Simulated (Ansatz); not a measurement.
The pair A = HCl (SMILES Cl) (first 2 atoms), B = CH5N (SMILES CN); geometry from B3LYP-D3(BJ)/def2-TZVP.
(charge 0, multiplicity 1):
```xyz
9

Cl     0.97051     1.14428     0.16513
H      0.76778     0.40122     1.31595
C     -0.83772     0.19053     3.14874
N      0.42222    -0.37232     2.64466
H     -1.60569     0.06835     2.38621
H     -0.70263     1.25844     3.31447
H     -1.18094    -0.27316     4.07714
H      0.33686    -1.36270     2.44598
H      1.17777    -0.25427     3.31012
```

Cores are frozen in the correlated methods. MP2 and its Hartree–Fock in aug-cc-pV(Q+d)Z, aug-cc-pV(T+d)Z are density fitted.

Codes used: Ansatz (Gaussian basis) for Hartree–Fock, density functionals and correlated methods. Values without a source in brackets are computed.

The counterpoise-corrected interaction energy is E(AB) − E(A in the pair's basis) − E(B in the pair's basis). Total energies (hartree):

```
level                              AB  A in the pair's basis  B in the pair's basis
-----------------------  ------------  ---------------------  ---------------------
HF/aug-cc-pV(T+d)Z       -555.3697871           -460.1011486            -95.2553778
MP2/aug-cc-pV(T+d)Z      -556.0016587           -460.3111141            -95.6676436
HF/aug-cc-pV(Q+d)Z       -555.3788570           -460.1043810            -95.2612692
MP2/aug-cc-pV(Q+d)Z      -556.0509638           -460.3312485            -95.6959289
MP2/aug-cc-pV(D+d)Z      -555.8496264           -460.2533567            -95.5750104
CCSD(T)/aug-cc-pV(D+d)Z  -555.9094945           -460.2765092            -95.6150605
```

Q: Work out the counterpoise-corrected interaction energy at the basis-set limit: extrapolate the MP2 correlation part as X⁻³, take Hartree–Fock from the larger set, and add the CCSD(T) − MP2 difference of aug-cc-pV(D+d)Z.

A: 
1. Differences (1 hartree = 627.509 kcal/mol): HF/aug-cc-pV(T+d)Z -8.321; MP2/aug-cc-pV(T+d)Z -14.371; HF/aug-cc-pV(Q+d)Z -8.287; MP2/aug-cc-pV(Q+d)Z -14.926; MP2/aug-cc-pV(D+d)Z -13.340; CCSD(T)/aug-cc-pV(D+d)Z -11.248.
2. Correlation parts, MP2 less HF: -6.049 in aug-cc-pV(T+d)Z (X = 3), -6.639 in aug-cc-pV(Q+d)Z (X = 4).
3. Limit (4³·(-6.639) − 3³·(-6.049))/(4³ − 3³) = -7.069; with HF/aug-cc-pV(Q+d)Z it gives -15.356.
4. CCSD(T) less MP2 in aug-cc-pV(D+d)Z: 2.092.
Result: -13.26 kcal/mol, against -14.37 at MP2/aug-cc-pV(T+d)Z. It is an estimate of this method's limit, not of the exact value.

Ansatz is an electronic-structure program.
